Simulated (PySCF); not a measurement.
Q: Give a GFN2-xTB geometry of TMS, `C[Si](C)(C)C`.

A: 
```xyz
17
C4H12Si angstrom
C     -0.4066   -1.2134   -1.4194
Si    -0.0012   -0.0007   -0.0018
C      0.0081    1.7855   -0.6754
C     -1.3198   -0.1549    1.3703
C      1.7161   -0.4155    0.7216
H     -1.3797   -1.0036   -1.8532
H     -0.4187   -2.2416   -1.0702
H      0.3270   -1.1480   -2.2173
H      0.2425    2.5019    0.1064
H     -0.9581    2.0579   -1.0892
H      0.7465    1.9077   -1.4621
H     -2.3121    0.0753    0.9941
H     -1.3509   -1.1605    1.7791
H     -1.1170    0.5258    2.1917
H      1.7463   -1.4264    1.1171
H      2.4931   -0.3368   -0.0328
H      1.9775    0.2592    1.5312
```

Any rigid rotation of these coordinates is as good. Atoms count from 1 in this order. All 4 C–Si bonds measure 1.909 Å. Si2 (four-coordinate silicon) is tetrahedral (angles from 109.4° to 109.6°).

Bonds between heavy atoms (Å): C1–Si2 1.909, Si2–C3 1.909, Si2–C4 1.909, Si2–C5 1.909.

Structure optimised with GFN2-xTB, isolated species.

Point group: Td (every atom within 0.08 Å of its image). Whether it is a minimum is left open (no frequencies).

All values are computed, not measured.
